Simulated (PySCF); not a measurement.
# How the method changes the constants of CoH

State: triplet, unpaired electrons π ↑, δ ↑, a mixture of terms (⟨Lz²⟩ = 4.4). Set-up: Co def2-TZVPPD, H def2-TZVPPD; no relativity (PySCF 2.14). De refers to Co (3d7 4s2) + H in their high-spin ground configurations, without counterpoise correction. The functionals are run spin-unrestricted. A positive dipole means Co(−)H(+).

```
       Level  Re (Å)  ωe (cm⁻¹)  De (eV)  μ (D)
        ROHF   1.628       1553      n/a  -4.65
    ROHF-MP2   1.481       1968      n/a    n/a
ROHF-SCS-MP2   1.500       1879      n/a    n/a
   ROHF-CCSD   1.529       1792     2.08    n/a
ROHF-CCSD(T)   1.511       1853     2.27    n/a
         LDA   1.501       1915      n/a  -2.23
         PBE   1.523       1848      n/a  -2.42
        BLYP   1.525       1834      n/a  -2.33
        TPSS   1.528       1863      n/a  -2.71
      r²SCAN   1.518       1879      n/a  -2.73
        PBE0   1.532       1813      n/a  -2.97
         M06   1.536       1835      n/a  -2.73
   BHandHLYP   1.545       1761      n/a  -3.39
     ωB97M-V   1.530       1837      n/a  -3.18
```

(1) What does a quarter of exact exchange do here, going from PBE to PBE0?

(2) What does the step from GGA to meta-GGA do here, going from PBE to r²SCAN?

(3) What does the gradient correction do here, going from LDA to PBE?

Correlated steps freeze 5 core orbitals. De is left out where the level can put another filling of the metal’s s and d shells below the measured ground configuration, by anything from nothing to about 1 eV. The CCSD T1 diagnostic is raised, a sign that a single reference may not be enough here. UHF is strongly spin-contaminated for CoH, so the ROHF reference used there is far from stable. With d or f electrons several states lie close, and the lowest PBE0 determinant need not be the measured ground state.

The whole job (state search and all levels along the bond) took about 12 min on 1 thread of Intel Xeon 6975P-C (shared host), peak memory 2.9 GiB.

## Answers

(1) PBE0 less PBE: +0.9 pm in Re, -1.9 % in ωe. Exact exchange removes part of the self-interaction that spreads semilocal densities, and in most molecules shortens and stiffens the bond and lowers De; here Re and ωe go the other way.

(2) r²SCAN less PBE: -0.5 pm in Re, +1.7 % in ωe. 

(3) PBE less LDA: +2.2 pm in Re, -3.5 % in ωe. The gradient correction favours the more uneven density of free atoms, so it tends to lengthen bonds and takes away much of the overbinding of LDA; so it does here.
